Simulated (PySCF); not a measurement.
Vertical excitation energies

C5H10S2.
SMILES: `C[C@@H]1SCS[C@@H]1C`

Level of theory: PySCF 2.14.0, density-fitted response routines, TDDFT B3LYP/def2-SVPD, vertical, gas phase, core orbitals frozen in the response. The structure is a single GFN2-xTB conformer in the gas phase; no vibrational or solvent corrections.

Question: List the vertical singlet excitations with oscillator strengths and describe the spectrum.

Answer: 

```json
{"state": "S1", "E (eV)": "4.62", "E (hartree)": "0.1696", "f": "0.0005", "|μ| (D)": "0.17", "main configurations (H = HOMO, L = LUMO)": "H→L (96%)"}
{"state": "S2", "E (eV)": "4.84", "E (hartree)": "0.1779", "f": "0.0018", "|μ| (D)": "0.31", "main configurations (H = HOMO, L = LUMO)": "H-1→L (95%)"}
{"state": "S3", "E (eV)": "5.64", "E (hartree)": "0.2073", "f": "0.035", "|μ| (D)": "1.28", "main configurations (H = HOMO, L = LUMO)": "H→L+1 (95%)"}
{"state": "S4", "E (eV)": "5.84", "E (hartree)": "0.2146", "f": "0.010", "|μ| (D)": "0.67", "main configurations (H = HOMO, L = LUMO)": "H-1→L+1 (72%), H→L+2 (22%)"}
{"state": "S5", "E (eV)": "6.00", "E (hartree)": "0.2206", "f": "0.0019", "|μ| (D)": "0.29", "main configurations (H = HOMO, L = LUMO)": "H→L+2 (69%), H-1→L+1 (22%)"}
{"state": "S6", "E (eV)": "6.09", "E (hartree)": "0.2236", "f": "0.0034", "|μ| (D)": "0.38", "main configurations (H = HOMO, L = LUMO)": "H→L+3 (75%), H→L+4 (13%)"}
{"state": "S7", "E (eV)": "6.17", "E (hartree)": "0.2267", "f": "0.0040", "|μ| (D)": "0.41", "main configurations (H = HOMO, L = LUMO)": "H→L+4 (75%), H→L+3 (13%)"}
{"state": "S8", "E (eV)": "6.19", "E (hartree)": "0.2275", "f": "0.012", "|μ| (D)": "0.72", "main configurations (H = HOMO, L = LUMO)": "H-1→L+2 (78%)"}
```

Triplets (Tamm–Dancoff): T1 4.28 eV, H→L (91%); T2 4.45 eV, H-1→L (89%); T3 5.51 eV, H→L+1 (57%), H→L+2 (24%).

The lowest singlet lies at 4.62 eV (269 nm, ultraviolet) and is very weak; its leading configuration is HOMO→LUMO (96%). The most intense listed level is S3 at 5.64 eV (220 nm, f = 0.035), 1.02 eV above S1. Löwdin shares by element: HOMO sulfur 68%, carbon 16% or more (atoms not listed hold the other 15%); LUMO sulfur 62%, carbon 16% or more (atoms not listed hold the other 21%). Orbital energies (eV): HOMO-3 -9.02, HOMO-2 -8.33, HOMO-1 -6.43, HOMO -6.21, LUMO -0.45, LUMO+1 0.27, LUMO+2 0.63. The listed states span 1.58 eV, and the widest gap between neighbours is 0.80 eV (S2 to S3). The oscillator strengths of these states sum to 0.069; summed over the whole spectrum of an exact calculation they would give the number of electrons, 72 (Thomas–Reiche–Kuhn). Singlets were solved by full linear response, triplets in the Tamm–Dancoff approximation.

Time: 92 s of wall time (with the writing of density and orbital grids). Hardware: an Arm Neoverse N1 with one thread (shared host).
